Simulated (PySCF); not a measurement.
# How the method moves the HOMO and LUMO of `O=Cc1ccoc1`

C5H4O2.
Atom-mapped SMILES: `[O:1]=[CH:2][c:3]1[cH:4][cH:5][o:6][cH:7]1` (hydrogens: H8 on C2; H9 on C4; H10 on C5; H11 on C7)

Basis pcSseg-1 throughout (PySCF), one geometry. One conformer (not necessarily the lowest) at the PBE0-D3(BJ)/def2-SVP geometry, without solvent, vibrations or thermal averaging.

Problem. How do the orbital energies, the gap and the dipole change with the method?

Solution. 
| method | kind | HOMO (eV) | LUMO (eV) | gap (eV) | μ (D) | SCF cycles |
| --- | --- | --- | --- | --- | --- | --- |
| B97-D | GGA | -5.91 | -2.44 | 3.48 | 3.10 | 17 |
| BP86 | GGA | -6.00 | -2.62 | 3.38 | 3.08 | 17 |
| B97-2 | global hybrid | -7.04 | -1.61 | 5.44 | 3.14 | 15 |
| PBE0 | global hybrid | -7.29 | -1.54 | 5.74 | 3.13 | 15 |
| BHandHLYP | global hybrid | -8.12 | -0.41 | 7.70 | 3.23 | 14 |
| CAM-B3LYP | range-separated hybrid | -8.54 | -0.37 | 8.17 | 3.13 | 14 |
| wB97X-D | range-separated hybrid | -9.10 | 0.26 | 9.35 | 3.15 | 15 |
| HF | Hartree–Fock | -9.27 | 2.40 | 11.67 | 3.39 | 13 |

The HOMO spans 3.36 eV, from B97-D down to HF, and the gap runs from 3.38 eV (BP86) to 11.67 eV (HF). Over the methods B97-D (0 %), BP86 (0 %), B97-2 (21 %), PBE0 (25 %), BHandHLYP (50 %), HF (100 %), a straight line through the gap against the share of exact exchange rises by 0.82 eV for each 10 % (correlation coefficient 0.999). The dipole ranges from 3.08 D (BP86) to 3.39 D (HF). This basis has no diffuse functions.

The vertical ΔSCF ionisation energy at PBE0/def2-SVPD is 9.34 eV; −ε(HOMO) comes closest to it with HF (9.27 eV).
